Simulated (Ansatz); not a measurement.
Consider the redistribution: `C[Si](C)(O)[SiH3]` + `N[SiH](N)O` → `C[Si](O)(O)[SiH3]` + `C[SiH](N)N`.

Computed with Ansatz on PBE0-D4/def2-TZVP structures; ΔE is electronic, products minus reactants. CCSD(T)/CBS adds triple-zeta CCSD(T) − MP2 to the extrapolated MP2 energy (def2 sets, frozen cores). Functionals use def2-TZVPP. B3LYP here is the variant with VWN-RPA as its local correlation; programs differ in this. Each species was taken in one conformer, which may not be the lowest.

Problem. Is it downhill or uphill in electronic energy at CCSD(T)/CBS, and by how much? (Best estimate.)

Solution. Computed: Uphill: ΔE = +3.2 kcal/mol.

Problem. What do these levels give: PBE0-D4, B3LYP-D4, ωB97X-V, B2PLYP, r2SCAN, PBE0, HF/def2-TZVPP, HF/def2-QZVPP, MP2/def2-QZVPP, SCS-MP2/def2-QZVPP, HF/CBS(def2), MP2/CBS(def2)? (Estimate.)

Solution. The calculation gave: PBE0-D4 3.4, B3LYP-D4 3.1, ωB97X-V 3.1, B2PLYP 3.1, r2SCAN 3.3, PBE0 3.2, HF/def2-TZVPP 2.5, HF/def2-QZVPP 2.4, MP2/def2-QZVPP 3.4, SCS-MP2/def2-QZVPP 3.2, HF/CBS(def2) 2.4, MP2/CBS(def2) 3.4 kcal/mol.

Largest T1 diagnostic among the species: 0.012.

In def2-TZVPP, CCSD(T) changes the Hartree–Fock value by +1.0 kcal/mol (the triples alone add +0.2 kcal/mol) and MP2 by +1.2 kcal/mol.
